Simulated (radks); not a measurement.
Bi, configuration [Hg] 6p(up 2.25, down 0.75) (fractional occupations, a model configuration). All-electron calculation, scalar-relativistic Kohn-Sham, PBEsol, spin-polarised, spherical densities, finite nucleus; Fermi nuclear charge, rms radius 5.5211 fm. Program: a radial shooting solver on a logarithmic mesh with Libxc functionals.

Unscreened Slater integrals over Kohn-Sham orbitals (cm^-1). They are taken over the spin-up orbitals.

F0(6p,6p): 65735
F2(6p,6p): 34872
F0(6p,6s): 74920
G1(6p,6s): 43884
F0(6p,5d): 82757
F2(6p,5d): 23755
G1(6p,5d): 8892.4
G3(6p,5d): 7415.3
F0(6s,6s): 90808
F0(6s,5d): 108430
G2(6s,5d): 21978
F0(5d,5d): 160190
F2(5d,5d): 83606
F4(5d,5d): 55839

Derived for the open shells (J is the average intra-shell exchange parameter used in DFT+U). 6p: J = F2/5 = 6974 cm^-1.
